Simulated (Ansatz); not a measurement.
CH₅BFNSi, SMILES `FCB1N[SiH2]1`, relaxed with RKS PBE0-D4/def2-TZVP in the Gaussian-basis code of Ansatz from a PBE-D4/def2-SVP geometry. The force threshold is 0.005 eV/Å; the program also tests the step.

The species carries charge 0 and has multiplicity 1.

Start:

```xyz
10

F    -1.403    0.994    2.001
C    -0.721    1.344    0.839
B    -0.072    0.122    0.096
N     0.707   -0.094   -1.035
Si    0.421   -1.719   -0.323
H    -1.427    1.866    0.147
H     0.066    2.096    1.094
H     1.142    0.450   -1.786
H     1.663   -2.411    0.167
H    -0.375   -2.648   -1.199
```

Task: How much energy does the relaxation release, and in how many steps? (An estimate is asked.)

Result: The calculation gave: 0.05 eV, in 10 steps, 2 of them rejected.

Task: Which bonds change most? (Estimate.)

Result: Ansatz gave: N4–Si5 from 1.797 to 1.754 Å; B3–Si5 from 1.952 to 1.925 Å; C2–H6 from 1.118 to 1.098 Å; C2–H7 from 1.118 to 1.098 Å.

Task: Give the relaxed structure. (Best estimate.)

Result: Ansatz gave: 
```xyz
10

F    -1.421    1.008    1.966
C    -0.708    1.338    0.823
B    -0.081    0.103    0.104
N     0.688   -0.105   -1.027
Si    0.435   -1.698   -0.338
H    -1.389    1.870    0.145
H     0.076    2.051    1.110
H     1.103    0.445   -1.763
H     1.660   -2.378    0.154
H    -0.361   -2.632   -1.174
```
